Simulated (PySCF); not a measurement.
C₄H₂BrF, SMILES C#C/C(F)=C\Br. Coordinates come from a PBE-D3(BJ)/def2-SVP optimisation. The structure was generated by enumeration; whether it is a known compound was not checked.

Computed with PBE-D3(BJ)/def2-SVP run with PySCF 2.14.0.

Harmonic wavenumbers (cm⁻¹): 103, 211, 240, 266, 348, 576, 604, 624, 687, 711, 755, 874, 1126, 1275, 1616, 2153, 3161, 3404. Rotational constants (GHz): 4.045, 1.299, 0.9834; symmetry number 1.

Task: Work out the zero-point energy and the ideal-gas rigid-rotor harmonic-oscillator thermochemistry at 298.15 K and 1 atm.

Result: ZPE = ½ Σ hcν = ½ × 18734 cm⁻¹ = 26.78 kcal/mol. H − E(el) = 31.35 kcal/mol. Entropy in cal/(mol K): translation 40.91, rotation 28.52, vibration 12.49, total 81.92. G − E(el) = 6.92 kcal/mol. Cp = 23.31 cal/(mol K). Modes under 150 cm⁻¹ make the vibrational entropy uncertain.
